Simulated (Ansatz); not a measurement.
Cartesian coordinates in Å:
```
C -1.376 -1.754 -0.688
C -0.555 -1.641 0.352
Si 0.476 -0.132 0.684
C 0.002 0.677 2.288
O 0.256 0.942 -0.538
Si 0.766 1.390 -2.021
H -1.487 -0.954 -1.414
H -1.973 -2.645 -0.863
H -0.489 -2.481 1.045
H 1.915 -0.525 0.725
H -1.041 1.001 2.262
H 0.120 -0.022 3.121
H 0.630 1.548 2.487
H 2.103 0.806 -2.315
H -0.201 0.920 -3.048
H 0.853 2.870 -2.076
```

The species carries charge 0 and has multiplicity 1.

Problem. List the PBE0/def2-TZVPP orbital energies in eV (Ansatz 0.2.0). (An estimate is asked.)

Solution. Computed: Occupied: -1803.00, -1802.77, -522.60, -278.39, -278.00, -277.68, -145.24, -145.01, -99.94, -99.89, -99.88, -99.72, -99.65, -99.64, -27.79, -21.47, -19.64, -16.53, -15.84, -13.77, -12.91, -12.20, -11.79, -11.36, -11.10, -11.08, -10.55, -9.43, -9.25, -8.71, -8.30, -7.87. Lowest empty: -0.41, 0.20, 1.38, 1.63, 1.77, 1.95, 1.97, 2.17.
